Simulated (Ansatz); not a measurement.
Ansatz (an electronic-structure program) input (MP2/def2-TZVP):

Ansatz 0.2 input:
```yaml
crystal:
  periodic: [false, false, false]
  atoms:
    - {symbol: Ta, position_ang: [0.00000000, 0.00000000, 0.00000000]}
    - {symbol: O, position_ang: [-0.00000000, -0.00000000, -1.90186068]}
    - {symbol: H, position_ang: [-0.00000000, -0.00000000, -2.85548913]}
    - {symbol: O, position_ang: [0.00000000, 0.00000000, 1.90186068]}
    - {symbol: H, position_ang: [0.00000000, 0.00000000, 2.85548913]}
basis:
  gaussian:
    orbitals: def2-TZVP
magnetization: {spin_polarized: true, initial_magnetization: 3}
correlation: {method: mp2, electrons: outside_noble_gas}
relax: {f_tol: 0.003, max_steps: 100}
```

End of the output:

```
these checks for a lower state are left out or cut short: starts, cluster_reference, orbital_swaps, neighbouring_geometries, increment
integrals: 0.08 GiB planned
959 factors; integrals over basis functions are off by at most 4.8e-4 eV
mean field: 0.33 GiB planned
mean field -5644.45143417 eV, -207.4297642593 hartree, gradient 1.6e-6 eV, S^2 3.767890; 0 other end points of the search recorded, 0 dependent functions left out
6 core orbitals not correlated
reference -5644.45143417 eV, -207.4297642593 hartree; 11, 8 occupied and 97, 100 virtual orbitals, 959 factors
densities: 0.38 GiB planned
second order -15.53528196 eV of doubles, -0.00000000 eV of singles
the calculation of the forces begins
relax step   3: F+E_penalty+E_count = -5659.98671613 eV  Δ(F+E_penalty+E_count) = -1.908e-5 eV  max|allowed force component| = 2.566e-3 eV/Å  Δτ_max = 0.0006 Å  (40 SCF iters, accepted)
these checks for a lower state are left out or cut short: cluster_reference
integrals: 0.08 GiB planned
959 factors; integrals over basis functions are off by at most 4.8e-4 eV
mean field: 0.33 GiB planned
mean field evaluation 64: about -5642.0696 eV, gradient 3.6e0 eV
mean field -5644.45143417 eV, -207.4297642593 hartree, gradient 1.6e-6 eV, S^2 3.767890; 1 other end points of the search recorded, 0 dependent functions left out
6 core orbitals not correlated
reference -5644.45143417 eV, -207.4297642593 hartree; 11, 8 occupied and 97, 100 virtual orbitals, 959 factors
densities: 0.38 GiB planned
second order -15.53528196 eV of doubles, -0.00000000 eV of singles
the calculation of the forces begins
Total energy: -5659.98671613 eV, -208.0006753411 hartree
Atom 0 at    -0.000000     0.000000     0.000000 Å, force     0.000000    -0.000000    -0.000000 eV/Å
Atom 1 at     0.000000     0.000000    -1.907136 Å, force    -0.000000     0.000000     0.002566 eV/Å
Atom 2 at     0.000000    -0.000000    -2.862678 Å, force    -0.000000    -0.000000    -0.002007 eV/Å
Atom 3 at     0.000000     0.000000     1.907136 Å, force    -0.000000     0.000000    -0.002566 eV/Å
Atom 4 at     0.000000    -0.000000     2.862678 Å, force    -0.000000    -0.000000     0.002007 eV/Å
Dipole moment:     0.000000     0.000000     0.000000 e Å
Checks for a lower state left out: cluster_reference
```

The spin state was set by rule; other spins were not relaxed.
